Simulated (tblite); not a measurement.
C5H12N2Si.
SMILES with atom numbers: `[CH3:1][CH:2]([CH3:3])[NH:4][Si@H:5]1[CH2:6][CH:7]=[N:8]1` (hydrogens: H9, H10, H11 on C1; H12 on C2; H13, H14, H15 on C3; H16 on N4; H17 on Si5; H18, H19 on C6; H20 on C7)

The geometry is computed with GFN2-xTB (gas phase).

Give the optimised bond lengths and angles.

| bond | length (bohr) | order |
| --- | --- | --- |
| C1–C2 | 2.886 | single |
| C2–C3 | 2.888 | single |
| C2–N4 | 2.735 | single |
| N4–Si5 | 3.231 | single |
| Si5–C6 | 3.638 | single |
| C6–C7 | 2.816 | single |
| C7=N8 | 2.412 | double |
| Si5–N8 | 3.401 | single |
| C1–H9, C1–H10, C1–H11 | 2.055 | single |
| C2–H12 | 2.067 | single |
| C3–H13, C3–H14, C3–H15 | 2.055 | single |
| N4–H16 | 1.910 | single |
| Si5–H17 | 2.747 | single |
| C6–H18 | 2.055 | single |
| C6–H19 | 2.055 | single |
| C7–H20 | 2.048 | single |

Bonds in one row agree within 0.02 bohr and their mean is given. Orders are formal, as drawn. A selection of angles:
| angle | degrees |
| --- | --- |
| C2–C1–H9 | 110.1 |
| H9–C1–H10 | 108.6 |
| C1–C2–C3 | 111.1 |
| C1–C2–N4 | 109.4 |
| C1–C2–H12 | 109.3 |
| C3–C2–N4 | 111.7 |
| C3–C2–H12 | 108.9 |
| N4–C2–H12 | 106.4 |
| C2–C3–H13 | 110.6 |
| C2–C3–H14 | 110.2 |
| H13–C3–H14 | 108.6 |
| C2–N4–Si5 | 123.5 |
| C2–N4–H16 | 111.0 |
| Si5–N4–H16 | 117.7 |
| N4–Si5–C6 | 115.8 |
| N4–Si5–N8 | 121.6 |
| N4–Si5–H17 | 110.1 |
| C6–Si5–N8 | 75.2 |
| C6–Si5–H17 | 116.9 |
| N8–Si5–H17 | 113.7 |
| Si5–C6–C7 | 81.7 |
| Si5–C6–H18 | 118.3 |
| Si5–C6–H19 | 119.6 |
| C7–C6–H18 | 112.8 |
| C7–C6–H19 | 113.7 |
| H18–C6–H19 | 108.4 |
| C6–C7–N8 | 110.3 |
| C6–C7–H20 | 127.1 |
| N8–C7–H20 | 122.6 |
| Si5–N8–C7 | 92.8 |

Torsions: C1–C2–N4–Si5 -154° (antiperiplanar); C2–N4–Si5–C6 166° (antiperiplanar); N4–Si5–C6–C7 120° (anticlinal); Si5–C6–C7–N8 -2° (synperiplanar); C6–C7–N8–Si5 2° (synperiplanar); N4–Si5–N8–C7 -113° (anticlinal).

Of the pairs four or more bonds apart, Si5···H15 is among the closest relative to their van der Waals radii: 3.18 Å, 96 % of the sum of Bondi's values. The N–Si distances run from 1.710 Å (N4–Si5, drawn single) to 1.800 Å (Si5–N8, drawn single), a spread of 0.090 Å. N4 (silicon-bound nitrogen) has angles 123.5°, 117.7° and 111.0°, sum 352.3°, 0.22 Å off the plane of its three neighbours. The C–N distances run from 1.276 Å (C7=N8, drawn double) to 1.447 Å (C2–N4, drawn single), a spread of 0.171 Å. Si5 (SiH silicon) has angles from 75.2° to 121.6°. The 4-membered ring Si5–C6–C7–N8 has internal angles of 75.2° to 110.3°; it is almost planar, 0.01 Å rms from its mean plane, widest ring torsion 2°. The C–C distances run from 1.490 Å (C6–C7, drawn single) to 1.529 Å (C2–C3, drawn single), a spread of 0.039 Å.

Point group: C1 (no symmetry element, even within 0.4 Å). Its GFN2-xTB frequencies are all real (lowest 23 cm⁻¹). The numbers are those of one conformer.
